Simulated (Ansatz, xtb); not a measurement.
# Two isomers of C6H6Si

Structure a: `C#CC1=CC=C[SiH2]1`, a singlet. Structure b: `C#C[SiH]1C=CC=C1`, a singlet. Both are isolated molecules in the gas phase, relaxed with r2SCAN-D4/def2-SVP.

Q: Estimate which is lower in electronic energy at CCSD(T)/def2-SVP + ΔMP2/def2-TZVPP, and by roughly how much.

A: The CCSD(T)/def2-SVP + ΔMP2/def2-TZVPP calculation puts structure b lower, by 8.5 kcal/mol.

The same difference at several levels:

```
                             level            geometry  E(b) − E(a) (kcal/mol)  departure from the last row (kcal/mol)  job, with rough time for the two
                          GFN2-xTB            GFN2-xTB                     +13.2                                   +21.8              optimisation, 0.12 s
                         HF/STO-3G            GFN2-xTB                      −8.3                                    +0.2              single point, 0.28 s
      r2SCAN-D4/def2-SVP//GFN2-xTB            GFN2-xTB                      −2.6                                    +5.9               single point, 2.5 s
                r2SCAN-D4/def2-SVP  r2SCAN-D4/def2-SVP                      −2.5                                    +6.0                optimisation, 21 s
                       HF/def2-SVP  r2SCAN-D4/def2-SVP                      −7.7                                    +0.8           part of the CCSD(T) run
                      MP2/def2-SVP  r2SCAN-D4/def2-SVP                      −4.4                                    +4.1           part of the CCSD(T) run
                  CCSD(T)/def2-SVP  r2SCAN-D4/def2-SVP                      −5.1                                    +3.4                      single point
CCSD(T)/def2-SVP + ΔMP2/def2-TZVPP  r2SCAN-D4/def2-SVP                      −8.5                                                        single point, 40 s
```

As drawn, b has 1 C–Si, 1 C–H in place of 1 C–C, 1 Si–H.

GFN2-xTB puts the two in the other order. The largest departure from CCSD(T)/def2-SVP + ΔMP2/def2-TZVPP is that of GFN2-xTB, 21.8 kcal/mol. The last row adds to CCSD(T) the change of the MP2 difference between the two basis sets, here −3.4 kcal/mol, a large step that makes the value less sure.

With thermal terms from frequencies at re-optimised GFN2-xTB minima (ideal gas, soft modes damped towards free rotors, one conformer each, 298.15 K, 1 atm): the zero-point term adds +1.5 kcal/mol; ΔH is −7.0 and ΔG −7.4 kcal/mol.

The correlated steps freeze 11 core orbitals. Run with Ansatz 0.2.0, xtb 6.7.1; the last row on 4 threads of Arm Neoverse V2 on a shared host.
